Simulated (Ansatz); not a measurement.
Cost and result for the atomization energy of `OB1C=N[SiH2]1` (9 atoms, 9 bonds).

```json
{"atom": "O1", "x (Å)": "1.433", "y (Å)": "0.054", "z (Å)": "-1.601"}
{"atom": "B2", "x (Å)": "0.605", "y (Å)": "0.006", "z (Å)": "-0.550"}
{"atom": "C3", "x (Å)": "0.916", "y (Å)": "-0.245", "z (Å)": "0.980"}
{"atom": "N4", "x (Å)": "-0.212", "y (Å)": "-0.201", "z (Å)": "1.613"}
{"atom": "Si5", "x (Å)": "-1.278", "y (Å)": "0.124", "z (Å)": "0.190"}
{"atom": "H6", "x (Å)": "0.995", "y (Å)": "0.222", "z (Å)": "-2.440"}
{"atom": "H7", "x (Å)": "1.847", "y (Å)": "-0.432", "z (Å)": "1.531"}
{"atom": "H8", "x (Å)": "-2.012", "y (Å)": "1.416", "z (Å)": "0.304"}
{"atom": "H9", "x (Å)": "-2.293", "y (Å)": "-0.945", "z (Å)": "-0.027"}
```

Total charge 0; spin multiplicity 1. The structure was optimised at the PBE0-D4/def2-TZVP level. It is one conformer, not always the lowest. Program: Ansatz. All runs use 2 threads of an Arm Neoverse V1 on a shared host. Times are those of one run each, without the atoms' runs, and a repeat can differ threefold. Electronic energies, without spin–orbit coupling; frozen cores. CCSD(T)/CBS adds CCSD(T) − MP2 in def2-TZVPP to the MP2 limit, and its time is that of the two runs behind it. T1 = 0.015. HSE06 is the plane-wave form, built on full-range PBE exchange.

CCSD(T)/CBS is a level of theory with its own doubt, some kJ/mol a heavy atom from the limit and from the frozen cores, so smaller differences don't rank the functionals.

```
                           level  functions  atomization (kcal/mol)  difference from CCSD(T)/CBS  per bond
              ωB97X-V/def2-TZVPP        222                   840.5                          7.0       0.8
              PBE0-D4/def2-TZVPP        222                   839.3                          5.8       0.6
             BHLYP-D4/def2-TZVPP        222                   805.3                        -28.2      -3.1
ωB97M-V/def2-TZVPP (with forces)        222                   840.7                          7.2       0.8
                  MP2/def2-QZVPP        418                   844.9                         11.4       1.3
                CCSD(T)/def2-SVP         94                   782.2                        -51.3      -5.7
               CCSD(T)/CBS(def2)          –                   833.5                          0.0       0.0
         CAM-B3LYP-D4/def2-TZVPP        222                   840.4                          6.9       0.8
             PBE-QIDH/def2-TZVPP        222                   829.6                         -3.9      -0.4
          LDA (SPW92)/def2-TZVPP        222                   970.0                        136.5      15.2
             HSE06-D4/def2-TZVPP        222                   840.2                          6.7       0.7
              BLYP-D4/def2-TZVPP        222                   841.3                          7.8       0.9
              CCSD(T)/def2-TZVPP        222                   808.2                        -25.3      -2.8
```

(1) Order the runs by time, with rough figures. (Estimate.)

## Answers

(1) The calculation gave: LDA (SPW92)/def2-TZVPP 1.7 s; BLYP-D4/def2-TZVPP 3.1 s; PBE0-D4/def2-TZVPP 4.3 s; HSE06-D4/def2-TZVPP 4.4 s; CCSD(T)/def2-SVP 4.6 s; BHLYP-D4/def2-TZVPP 4.8 s; CAM-B3LYP-D4/def2-TZVPP 4.9 s; PBE-QIDH/def2-TZVPP 8 s; ωB97X-V/def2-TZVPP 12 s; ωB97M-V/def2-TZVPP (with forces) 16 s; MP2/def2-QZVPP 37 s; CCSD(T)/def2-TZVPP 2.2 min; CCSD(T)/CBS(def2) 2.9 min.

From r2SCAN to r2SCAN0 (25 % exact exchange), in def2-TZVPP and without D4, the atomization energy moves by −18.9 kcal/mol: exact exchange takes away binding that semilocal exchange gives to molecules. At CCSD(T), def2-SVP lies −51.4 kcal/mol from the extrapolated value and def2-TZVPP −25.3 kcal/mol: correlation converges slowly with the basis, and small sets miss more of it in the bonded molecule than in its fragments. The D4 term adds +7.2 kcal/mol with B3LYP and +3.7 kcal/mol with PBE0; it sums over pairs of atoms, weighted by their polarisabilities, and B3LYP, whose exchange is more repulsive, gets the larger term.

B3LYP here is the variant with VWN-RPA as its local correlation; programs differ in this.
